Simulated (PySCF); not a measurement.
PySCF input for Be2H2, SMILES [BeH][BeH], TDDFT-ωB97X/def2-TZVPD. The structure is a stationary point at PBE0-D3(BJ)/def2-TZVPD.

```python
import numpy as np
from pyscf import gto, scf, dft, tdscf

mol = gto.M(
    atom='''
    H     0.00000000    0.00000000   -2.39694392
    Be    0.00000000    0.00000000   -1.05137126
    Be    0.00000000    0.00000000    1.05137126
    H     0.00000000    0.00000000    2.39694392
    ''',
    basis='def2-TZVPD',
    charge=0,
    spin=0,
    symmetry=True,
    symmetry_subgroup='D2h',
    max_memory=1600,
    verbose=4,
)
mf = dft.RKS(mol, xc='wb97x').density_fit(auxbasis='def2-universal-jkfit')
mf.grids.level = 3
mf.conv_tol = 1e-9
mf.max_cycle = 100
mf.kernel()
mf.grids = dft.Grids(mol).set(level=1).build(with_non0tab=True)  # coarser grid for the response kernel
td = tdscf.TDDFT(mf)
td.singlet = True
td.nstates = 10
td.conv_tol = 1e-4
td.positive_eig_threshold = 1e-6
td.kernel(x0=td.get_init_guess(mf, 15))
td.analyze()
tt = tdscf.TDA(mf)
tt.singlet = False
tt.nstates = 4
tt.conv_tol = 1e-4
tt.positive_eig_threshold = 1e-6
tt.kernel(x0=tt.get_init_guess(mf, 9))
tt.analyze(verbose=3)
```

Output:

```
PySCF version 2.14.0

[INPUT] verbose = 4
[INPUT] num. atoms = 4
[INPUT] num. electrons = 10
[INPUT] charge = 0
[INPUT] spin (= nelec alpha-beta = 2S) = 0
[INPUT] symmetry True subgroup D2h
[INPUT] Mole.unit = angstrom
[INPUT] Symbol           X                Y                Z      unit          X                Y                Z       unit  Magmom
[INPUT]  1 H      0.000000000000   0.000000000000  -2.396943920000 AA    0.000000000000   0.000000000000  -4.529567544741 Bohr   0.0
[INPUT]  2 Be     0.000000000000   0.000000000000  -1.051371260000 AA    0.000000000000   0.000000000000  -1.986803736639 Bohr   0.0
[INPUT]  3 Be     0.000000000000   0.000000000000   1.051371260000 AA    0.000000000000   0.000000000000   1.986803736639 Bohr   0.0
[INPUT]  4 H      0.000000000000   0.000000000000   2.396943920000 AA    0.000000000000   0.000000000000   4.529567544741 Bohr   0.0

nuclear repulsion = 8.51081366509628
point group symmetry = Dooh, use subgroup D2h
symmetry origin: [0. 0. 0.]
symmetry axis x: [1. 0. 0.]
symmetry axis y: [0. 1. 0.]
symmetry axis z: [0. 0. 1.]
num. orbitals of irrep Ag = 16
num. orbitals of irrep B1g = 1
num. orbitals of irrep B2g = 7
num. orbitals of irrep B3g = 7
num. orbitals of irrep Au = 1
num. orbitals of irrep B1u = 16
num. orbitals of irrep B2u = 7
num. orbitals of irrep B3u = 7
number of shells = 30
number of NR pGTOs = 84
number of NR cGTOs = 62
basis = def2-TZVPD
ecp = {}


[settings echo left out]
init E= -30.5778535018566
HOMO (Ag) = -0.240399821684691  LUMO (B2u) = -0.0274368909885556  gap/eV = 5.79502
cycle= 1 E= -30.5958539322289  delta_E= -0.018  |g|= 0.187  |ddm|= 1.41
HOMO (Ag) = -0.352025063409712  LUMO (B2u) = -0.0125585080055854  gap/eV = 9.23736
cycle= 2 E= -30.6187316933859  delta_E= -0.0229  |g|= 0.045  |ddm|= 0.31
HOMO (Ag) = -0.342880017758895  LUMO (B3u) = 0.00155681122683528  gap/eV = 9.37260
cycle= 3 E= -30.620414278038  delta_E= -0.00168  |g|= 0.00978  |ddm|= 0.127
HOMO (Ag) = -0.345348015689895  LUMO (B3u) = 0.000192351383168397  gap/eV = 9.40263
cycle= 4 E= -30.6204953060317  delta_E= -8.1e-05  |g|= 0.000846  |ddm|= 0.0337
HOMO (Ag) = -0.345695448872235  LUMO (B2u) = -0.000119082305802169  gap/eV = 9.40361
cycle= 5 E= -30.6204958868501  delta_E= -5.81e-07  |g|= 0.000134  |ddm|= 0.0044
HOMO (Ag) = -0.345743805861351  LUMO (B2u) = -0.000144666014245906  gap/eV = 9.40423
cycle= 6 E= -30.6204959029681  delta_E= -1.61e-08  |g|= 2.44e-05  |ddm|= 0.000774
HOMO (Ag) = -0.345745112737821  LUMO (B2u) = -0.000145035068867579  gap/eV = 9.40426
cycle= 7 E= -30.6204959035379  delta_E= -5.7e-10  |g|= 2.75e-06  |ddm|= 0.000172
HOMO (Ag) = -0.345745169094315  LUMO (B2u) = -0.000145360406622158  gap/eV = 9.40425
Extra cycle  E= -30.6204959035445  delta_E= -6.55e-12  |g|= 8.97e-07  |ddm|= 1.55e-05
converged SCF energy = -30.6204959035445
tot grids = 15112
Overwritten attributes  positive_eig_threshold  of <class 'pyscf.tdscf.rks.TDDFT'>


******** <class 'pyscf.tdscf.rks.TDDFT'> for <class 'pyscf.df.df_jk.DFSymAdaptedRKS'> ********
nstates = 10 singlet
deg_eia_thresh = 1.000e-03
wfnsym = None
conv_tol = 0.0001
eigh lindep = 1e-12
eigh level_shift = 0
eigh max_cycle = 100


Excitation energies (eV)
[4.00018931 4.00018931 6.05246664 6.05246664 7.00072227 7.00072227
 7.32705515 7.32705515 7.41805023 7.9961497 ]

** Singlet excitation energies and oscillator strengths **
Excited State   1:  B2u      4.00019 eV    309.95 nm  f=0.0351
       5 -> 6        -0.68424
       5 -> 12       -0.13833
Excited State   2:  B3u      4.00019 eV    309.95 nm  f=0.0351
       5 -> 7         0.68424
       5 -> 13        0.13833
Excited State   3:  B2g      6.05247 eV    204.85 nm  f=0.0000
       4 -> 7        -0.46337
       5 -> 10        0.42019
       5 -> 16       -0.30387
Excited State   4:  B3g      6.05247 eV    204.85 nm  f=0.0000
       4 -> 6        -0.46337
       5 -> 11        0.42019
       5 -> 17       -0.30387
Excited State   5:  B3g      7.00072 eV    177.10 nm  f=0.0000
       3 -> 11       -0.12073
       4 -> 6         0.49192
       5 -> 11        0.40838
       5 -> 17       -0.23536
Excited State   6:  B2g      7.00072 eV    177.10 nm  f=0.0000
       3 -> 10       -0.12073
       4 -> 7         0.49192
       5 -> 10        0.40838
       5 -> 16       -0.23536
Excited State   7:  B3u      7.32706 eV    169.21 nm  f=0.4266
       3 -> 7        -0.67205
       4 -> 10        0.10888
       5 -> 13       -0.11084
Excited State   8:  B2u      7.32706 eV    169.21 nm  f=0.4266
       3 -> 6         0.67205
       4 -> 11       -0.10888
       5 -> 12        0.11084
Excited State   9:   Ag      7.41805 eV    167.14 nm  f=0.0000
       5 -> 9        -0.63100
       5 -> 14        0.28929
Excited State  10:  B1u      7.99615 eV    155.05 nm  f=0.2803
       4 -> 9        -0.17316
       5 -> 8        -0.62805
       5 -> 15       -0.12865
       5 -> 18        0.18886

** Transition electric dipole moments (AU) **
state          X           Y           Z        Dip. S.      Osc.
  1         0.0000     -0.5988      0.0000      0.3586      0.0351
  2         0.5988     -0.0000      0.0000      0.3586      0.0351
  3        -0.0000      0.0000     -0.0000      0.0000      0.0000
  4         0.0000     -0.0000     -0.0000      0.0000      0.0000
  5        -0.0000      0.0000     -0.0000      0.0000      0.0000
  6        -0.0000     -0.0000      0.0000      0.0000      0.0000
  7         1.5416     -0.0000     -0.0000      2.3764      0.4266
  8         0.0000     -1.5416      0.0000      2.3764      0.4266
  9        -0.0000      0.0000     -0.0000      0.0000      0.0000
 10        -0.0000     -0.0000     -1.1961      1.4308      0.2803

** Transition velocity dipole moments (imaginary part, AU) **
state          X           Y           Z        Dip. S.      Osc.
  1         0.0000     -0.0871      0.0000      0.0076      0.0344
  2         0.0871      0.0000      0.0000      0.0076      0.0344
  3         0.0000     -0.0000     -0.0000      0.0000      0.0000
  4         0.0000      0.0000      0.0000      0.0000      0.0000
  5        -0.0000     -0.0000     -0.0000      0.0000      0.0000
  6        -0.0000      0.0000      0.0000      0.0000      0.0000
  7         0.4111     -0.0000     -0.0000      0.1690      0.4184
  8        -0.0000     -0.4111     -0.0000      0.1690      0.4184
  9         0.0000      0.0000     -0.0000      0.0000      0.0000
 10         0.0000      0.0000     -0.3578      0.1280      0.2905

** Transition magnetic dipole moments (imaginary part, AU) **
state          X           Y           Z
  1        -0.0000     -0.0000     -0.0000
  2         0.0000     -0.0000      0.0000
  3         0.0000      2.2727     -0.0000
  4        -2.2727     -0.0000     -0.0000
  5         0.1678      0.0000      0.0000
  6        -0.0000     -0.1678      0.0000
  7        -0.0000     -0.0000     -0.0000
  8        -0.0000      0.0000      0.0000
  9         0.0000      0.0000      0.0000
 10         0.0000      0.0000     -0.0000
Overwritten attributes  positive_eig_threshold  of <class 'pyscf.tdscf.rks.TDA'>


******** <class 'pyscf.tdscf.rks.TDA'> for <class 'pyscf.df.df_jk.DFSymAdaptedRKS'> ********
nstates = 4 triplet
deg_eia_thresh = 1.000e-03
wfnsym = None
conv_tol = 0.0001
eigh lindep = 1e-12
eigh level_shift = 0
eigh max_cycle = 100


Excitation energies (eV)
[2.98338352 2.98338352 5.70485365 5.70485365]

** Triplet excitation energies and oscillator strengths **
Excited State   1:  B2u      2.98338 eV    415.58 nm  f=0.0000
Excited State   2:  B3u      2.98338 eV    415.58 nm  f=0.0000
Excited State   3:  B2g      5.70485 eV    217.33 nm  f=0.0000
Excited State   4:  B3g      5.70485 eV    217.33 nm  f=0.0000
```

The run converged.

Cost: around 13 core-seconds (rough).
